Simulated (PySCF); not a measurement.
# Two-dimensional NMR puzzle

Compound of formula C₅H₇NO₂. Correlations simulated from computed shifts and the bond graph:

HSQC (one-bond C–H):
```csv
δH,δC
6.32,156.4
5.55,72.4
4.72,101.1
4.43,72.4
3.65,51.3
```

COSY cross peaks (H two or three bonds apart, from the bond graph; peaks can be absent where the dihedral angle is near 90°):
```csv
δH,δH
6.32,4.72
5.55,4.43
5.55,3.65
4.78,4.66
4.72,3.65
4.43,3.65
```

HMBC (two and three bonds, from the bond graph):
```csv
δH,δC
6.32,"101.1, 72.4, 51.3"
5.55,"171.9, 156.4, 101.1, 51.3"
4.78,"171.9, 51.3"
4.72,"171.9, 156.4, 72.4, 51.3"
4.66,"171.9, 51.3"
4.43,"171.9, 156.4, 101.1, 51.3"
3.65,"171.9, 156.4, 101.1, 72.4"
```

Carbons without hydrogens: δ 171.9.

A single conformation, non-relativistic, no solvent. GFN2-xTB structure; PBE0/pcSseg-1 with gauge-including orbitals; PySCF.

Scale: TMS for ¹H and ¹³C (reference shieldings calculated alike).

Exchangeable hydrogens are left out of these lists.

**Question.** Work out the connectivity.

**Answer.** `[C@@H]1(C(N)=O)C=COC1`.

Atoms are numbered as in `[NH2:1][C:2](=[O:3])[C@@H:4]1[CH:5]=[CH:6][O:7][CH2:8]1` (H(Xn): hydrogen on atom n). Ha(C8) is cis to C2 on the ring; Ha(N1) is cis to the C=O or C=S heteroatom; Hb(C8) is trans to C2 on the ring; Hb(N1) is trans to the C=O or C=S heteroatom.

1. δC 171.9 is C2, an amide carbonyl carbon.
2. δC 156.4 is C6, an alkene carbon bearing oxygen (δH 6.32).
3. δC 101.1 is C5, a β carbon of an enol-ether or enamine type C=C (δH 4.72).
4. δC 72.4 is C8, an sp3 CH2 bonded to O (δH 5.55, 4.43).
5. δC 51.3 is C4, an sp3 CH α to a carbonyl (δH 3.65).
6. HMBC from δH 5.55 reaches the proton-free carbon C2.
7. HMBC from δH 4.72 reaches the proton-free carbon C2.
8. HMBC from δH 4.43 reaches the proton-free carbon C2.
9. HMBC from δH 3.65 reaches the proton-free carbon C2.
10. COSY links 6.32–4.72, 5.55–4.43, 5.55–3.65, 4.78–4.66, 4.72–3.65, 4.43–3.65.

The data come from this structure; uniqueness wasn't tested.

The OH or NH signal is concentration- and solvent-dependent in practice; the value given is the gas-phase one. The two substituents on the amide-type nitrogen aren't averaged: C–N rotation is slow on the NMR time scale. Shifts are as computed. Against solution values, carbons near 30 ppm lie about +3 ppm off and those near 130 ppm about +5 ppm. Of 1211 compounds with measured shifts, 218 miss one by over three times the rms of a fit or turn the order of signals round; such compounds aren't used in these exercises. The C=O carbon of an acid or of an amide with N–H lies up to 10 ppm further downfield in solution, through hydrogen bonding that the calculation lacks.
